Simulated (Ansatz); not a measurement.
Consider the redistribution: `C[O][SnH2][F]` + `S[SiH](Cl)CCl` → `[F][SnH2][CH2]Cl` + `CO[SiH](S)Cl`.

Calculated with Ansatz (gas phase, PBE0-D4/def2-TZVP geometries, no zero-point term in ΔE). CBS: MP2 limit from def2 TZ/QZ plus the TZ coupled-cluster correction, frozen cores. DFT in def2-TZVPP. B3LYP here is the variant with VWN-RPA as its local correlation; programs differ in this. HSE06 is defined as in plane-wave codes. def2 core potentials past Kr. For Sn outer-core shells are correlated without core-valence functions, which leaves a few kJ/mol of doubt a bond. Each species was taken in one conformer, which may not be the lowest.

(1) Is it downhill or uphill in electronic energy at CCSD(T)/CBS, and by how much? (An estimate is asked.)

(2) What do these levels give: B3LYP-D4, r2SCANh-D4, r2SCAN0-D4, ωB97M-V, B2PLYP, revPBE, B3LYP, HSE06, CAM-B3LYP, MP2/def2-SVP, CCSD/def2-SVP, CCSD/def2-TZVPP? (An estimate is asked.)

(3) What do rigid-rotor, harmonic-oscillator terms from PBE0-D4/def2-TZVP frequencies (298.15 K, 1 bar) make of the CCSD(T)/CBS value? (Best estimate.)

Largest T1 diagnostic among the species: 0.014.

Answers

(1) Ansatz gave: Downhill: ΔE = -59.5 kJ/mol.

(2) Computed: B3LYP-D4 -60.1, r2SCANh-D4 -60.6, r2SCAN0-D4 -63.1, ωB97M-V -61.8, B2PLYP -62.0, revPBE -54.3, B3LYP -62.5, HSE06 -60.1, CAM-B3LYP -63.9, MP2/def2-SVP -52.1, CCSD/def2-SVP -54.7, CCSD/def2-TZVPP -65.0 kJ/mol.

(3) Computed: ΔZPE = +1.5 kJ/mol, ΔH = -57.9 kJ/mol, ΔS = 5 J/(mol·K), ΔG = -59.5 kJ/mol. Modes under 50 cm⁻¹ make the entropy rough.

From r2SCAN to r2SCAN0 (25 % exact exchange), in def2-TZVPP and without D4, ΔE moves by −4.5 kJ/mol. Leaving LDA and LC-ωPBE aside and taking each functional with its dispersion term where it has one, the values, not all of them listed here, spread over 14.3 kJ/mol, from BHLYP-D4 to revPBE-D4. LDA lies −4.8 kJ/mol from PBE without D4. At CCSD(T), def2-SVP lies +6.3 kJ/mol from the extrapolated value and def2-TZVPP −3.3 kJ/mol.
